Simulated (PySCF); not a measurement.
PySCF input file for ClFH4SSi2, SMILES S([SiH2]Cl)[SiH2]F, TDDFT-PBE/def2-SVPD. Geometry: PBE-D3(BJ)/def2-SVP. The structure was generated by enumeration, and PubChem lists no compound with its InChIKey, so it may never have been made. One conformer was computed; it need not be the lowest.

```python
import numpy as np
from pyscf import gto, scf, dft, tdscf

mol = gto.M(
    atom='''
    Si   -1.83782773    0.03376848   -0.15941578
    F    -2.46737635    0.79442063    1.14703830
    S    -0.11378634    1.08378728   -0.90535206
    Si    1.33017396    0.25037073    0.46525805
    Cl    1.89195662   -1.67617305   -0.08119839
    H    -1.45381929   -1.34784867    0.27131241
    H    -2.85432740    0.05866065   -1.25511793
    H     0.74934869    0.17468751    1.84427407
    H     2.52965674    1.14111117    0.40040075
    ''',
    basis='def2-SVPD',
    charge=0,
    spin=0,
    max_memory=1600,
    verbose=4,
)
mf = dft.RKS(mol, xc='pbe').density_fit(auxbasis='def2-universal-jkfit')
mf.grids.level = 3
mf.conv_tol = 1e-9
mf.max_cycle = 100
mf.kernel()
mf.grids = dft.Grids(mol).set(level=1).build(with_non0tab=True)  # coarser grid for the response kernel
td = tdscf.TDDFT(mf)
td.singlet = True
td.nstates = 10
td.conv_tol = 1e-4
td.positive_eig_threshold = 1e-6
td.kernel(x0=td.get_init_guess(mf, 15))
td.analyze()
tt = tdscf.TDA(mf)
tt.singlet = False
tt.nstates = 4
tt.conv_tol = 1e-4
tt.positive_eig_threshold = 1e-6
tt.kernel(x0=tt.get_init_guess(mf, 9))
tt.analyze(verbose=3)
```

Output:

```
PySCF version 2.14.0

[INPUT] verbose = 4
[INPUT] num. atoms = 9
[INPUT] num. electrons = 74
[INPUT] charge = 0
[INPUT] spin (= nelec alpha-beta = 2S) = 0
[INPUT] symmetry False subgroup None
[INPUT] Mole.unit = angstrom
[INPUT] Symbol           X                Y                Z      unit          X                Y                Z       unit  Magmom
[INPUT]  1 Si    -1.837827730000   0.033768480000  -0.159415780000 AA   -3.472991073831   0.063813178843  -0.301252164134 Bohr   0.0
[INPUT]  2 F     -2.467376350000   0.794420630000   1.147038300000 AA   -4.662665547729   1.501237418404   2.167588241387 Bohr   0.0
[INPUT]  3 S     -0.113786340000   1.083787280000  -0.905352060000 AA   -0.215025019317   2.048061136487  -1.710867439711 Bohr   0.0
[INPUT]  4 Si     1.330173960000   0.250370730000   0.465258050000 AA    2.513664482428   0.473132109307   0.879210291749 Bohr   0.0
[INPUT]  5 Cl     1.891956620000  -1.676173050000  -0.081198390000 AA    3.575279851358  -3.167508001877  -0.153442718856 Bohr   0.0
[INPUT]  6 H     -1.453819290000  -1.347848670000   0.271312410000 AA   -2.747320292710  -2.547064843659   0.512706149096 Bohr   0.0
[INPUT]  7 H     -2.854327400000   0.058660650000  -1.255117930000 AA   -5.393897055842   0.110852562789  -2.371829141731 Bohr   0.0
[INPUT]  8 H      0.749348690000   0.174687510000   1.844274070000 AA    1.416063795902   0.330111551282   3.485172890937 Bohr   0.0
[INPUT]  9 H      2.529656740000   1.141111170000   0.400400750000 AA    4.780358427760   2.156387588982   0.756647757570 Bohr   0.0

nuclear repulsion = 428.708104838009
number of shells = 67
number of NR pGTOs = 247
number of NR cGTOs = 157
basis = def2-SVPD
ecp = {}


[settings echo left out]
init E= -1538.6615167801
  HOMO = -0.300883599577948  LUMO = -0.074313952400598  gap/eV = 6.16527
cycle= 1 E= -1538.44539275374  delta_E= 0.216  |g|= 0.566  |ddm|= 3.66
  HOMO = -0.226267246633412  LUMO = -0.0636328088411422  gap/eV = 4.42551
cycle= 2 E= -1538.21334908793  delta_E= 0.232  |g|= 1.27  |ddm|= 1.76
  HOMO = -0.249937062747549  LUMO = -0.0573015167957913  gap/eV = 5.24188
cycle= 3 E= -1538.50837700256  delta_E= -0.295  |g|= 0.128  |ddm|= 1.14
  HOMO = -0.263852630722691  LUMO = -0.0595801656287138  gap/eV = 5.55854
cycle= 4 E= -1538.51169775251  delta_E= -0.00332  |g|= 0.0576  |ddm|= 0.255
  HOMO = -0.259909446559216  LUMO = -0.0607232802418105  gap/eV = 5.42013
cycle= 5 E= -1538.51258377289  delta_E= -0.000886  |g|= 0.0152  |ddm|= 0.105
  HOMO = -0.260617414424485  LUMO = -0.0602396821027802  gap/eV = 5.45256
cycle= 6 E= -1538.51266589593  delta_E= -8.21e-05  |g|= 0.00398  |ddm|= 0.0283
  HOMO = -0.260477506301142  LUMO = -0.0602999012474803  gap/eV = 5.44711
cycle= 7 E= -1538.51267062671  delta_E= -4.73e-06  |g|= 0.00104  |ddm|= 0.00684
  HOMO = -0.260516191704075  LUMO = -0.060283427944821  gap/eV = 5.44861
cycle= 8 E= -1538.51267089481  delta_E= -2.68e-07  |g|= 0.000278  |ddm|= 0.00155
  HOMO = -0.260473689142258  LUMO = -0.0602630492405738  gap/eV = 5.44801
cycle= 9 E= -1538.51267091817  delta_E= -2.34e-08  |g|= 6.73e-05  |ddm|= 0.000554
  HOMO = -0.26048332732809  LUMO = -0.0602695691670165  gap/eV = 5.44809
cycle= 10 E= -1538.51267091943  delta_E= -1.26e-09  |g|= 2.59e-05  |ddm|= 0.000132
  HOMO = -0.260484296238398  LUMO = -0.0602703477505901  gap/eV = 5.44810
cycle= 11 E= -1538.51267091962  delta_E= -1.91e-10  |g|= 1.01e-05  |ddm|= 5.1e-05
  HOMO = -0.260483425181606  LUMO = -0.0602696005881707  gap/eV = 5.44810
Extra cycle  E= -1538.51267091958  delta_E= 4.32e-11  |g|= 1.62e-05  |ddm|= 3.84e-05
converged SCF energy = -1538.51267091958
tot grids = 40648
Overwritten attributes  positive_eig_threshold  of <class 'pyscf.tdscf.rks.CasidaTDDFT'>


******** <class 'pyscf.tdscf.rks.CasidaTDDFT'> for <class 'pyscf.df.df_jk.DFRKS'> ********
nstates = 10 singlet
deg_eia_thresh = 1.000e-03
wfnsym = None
conv_tol = 0.0001
eigh lindep = 1e-12
eigh level_shift = 0
eigh max_cycle = 100


Excitation energies (eV)
[5.66584698 6.09820116 6.15830599 6.27116615 6.49883577 6.56932553
 6.65267997 6.8100089  6.83664325 6.91386843]

** Singlet excitation energies and oscillator strengths **
Excited State   1:      5.66585 eV    218.83 nm  f=0.0447
      37 -> 38       -0.69625
Excited State   2:      6.09820 eV    203.31 nm  f=0.0012
      36 -> 38       -0.10057
      37 -> 39       -0.67872
      37 -> 40        0.10230
Excited State   3:      6.15831 eV    201.33 nm  f=0.0286
      37 -> 39       -0.10599
      37 -> 40       -0.68549
Excited State   4:      6.27117 eV    197.71 nm  f=0.0065
      35 -> 38       -0.12571
      36 -> 38        0.67755
Excited State   5:      6.49884 eV    190.78 nm  f=0.0104
      35 -> 38        0.64241
      37 -> 41       -0.23540
Excited State   6:      6.56933 eV    188.73 nm  f=0.0023
      37 -> 41        0.18274
      37 -> 42        0.67327
Excited State   7:      6.65268 eV    186.37 nm  f=0.0084
      35 -> 38        0.18806
      36 -> 40       -0.20475
      37 -> 41        0.58361
      37 -> 42       -0.16763
Excited State   8:      6.81001 eV    182.06 nm  f=0.0124
      34 -> 38        0.16460
      35 -> 40       -0.12806
      36 -> 40        0.64046
      37 -> 41        0.13515
Excited State   9:      6.83664 eV    181.35 nm  f=0.0043
      34 -> 38        0.32616
      36 -> 39       -0.59905
Excited State  10:      6.91387 eV    179.33 nm  f=0.0041
      34 -> 38       -0.59555
      36 -> 39       -0.32429
      36 -> 40        0.12462

** Transition electric dipole moments (AU) **
state          X           Y           Z        Dip. S.      Osc.
  1         0.5234     -0.2183     -0.0126      0.3218      0.0447
  2        -0.0189      0.0583      0.0637      0.0078      0.0012
  3        -0.3286     -0.2071     -0.1962      0.1894      0.0286
  4         0.0746     -0.1097      0.1572      0.0423      0.0065
  5         0.2314      0.0257      0.1057      0.0654      0.0104
  6         0.0848      0.0003      0.0843      0.0143      0.0023
  7        -0.0108     -0.1753      0.1443      0.0517      0.0084
  8        -0.0201     -0.1751      0.2078      0.0743      0.0124
  9         0.0185     -0.0297     -0.1568      0.0258      0.0043
 10        -0.1032     -0.0772     -0.0873      0.0242      0.0041

** Transition velocity dipole moments (imaginary part, AU) **
state          X           Y           Z        Dip. S.      Osc.
  1         0.1094     -0.0464     -0.0037      0.0141      0.0453
  2        -0.0044      0.0132      0.0137      0.0004      0.0011
  3        -0.0729     -0.0450     -0.0433      0.0092      0.0271
  4         0.0189     -0.0232      0.0336      0.0020      0.0059
  5         0.0540      0.0057      0.0258      0.0036      0.0101
  6         0.0188      0.0007      0.0199      0.0008      0.0021
  7        -0.0026     -0.0419      0.0321      0.0028      0.0076
  8        -0.0057     -0.0463      0.0545      0.0051      0.0137
  9         0.0039     -0.0059     -0.0410      0.0017      0.0046
 10        -0.0255     -0.0185     -0.0228      0.0015      0.0040

** Transition magnetic dipole moments (imaginary part, AU) **
state          X           Y           Z
  1        -0.4709      0.2820      0.5049
  2        -0.1115     -0.4414      0.1504
  3         0.2922     -0.1393     -0.1018
  4         0.2022     -0.3159      0.4729
  5        -0.3044      0.2392      0.2342
  6         0.0499      0.0941      0.2579
  7        -0.1206      0.0349      0.0124
  8        -0.1816     -0.3978     -0.1179
  9         0.2672     -0.6123     -0.3447
 10        -0.5055     -0.1457     -0.1089
Overwritten attributes  positive_eig_threshold  of <class 'pyscf.tdscf.rks.TDA'>


******** <class 'pyscf.tdscf.rks.TDA'> for <class 'pyscf.df.df_jk.DFRKS'> ********
nstates = 4 triplet
deg_eia_thresh = 1.000e-03
wfnsym = None
conv_tol = 0.0001
eigh lindep = 1e-12
eigh level_shift = 0
eigh max_cycle = 100


Excitation energies (eV)
[5.24423241 5.78385593 5.80285162 6.02045116]

** Triplet excitation energies and oscillator strengths **
Excited State   1:      5.24423 eV    236.42 nm  f=0.0000
Excited State   2:      5.78386 eV    214.36 nm  f=0.0000
Excited State   3:      5.80285 eV    213.66 nm  f=0.0000
Excited State   4:      6.02045 eV    205.94 nm  f=0.0000
```

The calculation finished and met its thresholds.

Cost: around 80 core-seconds (rough).
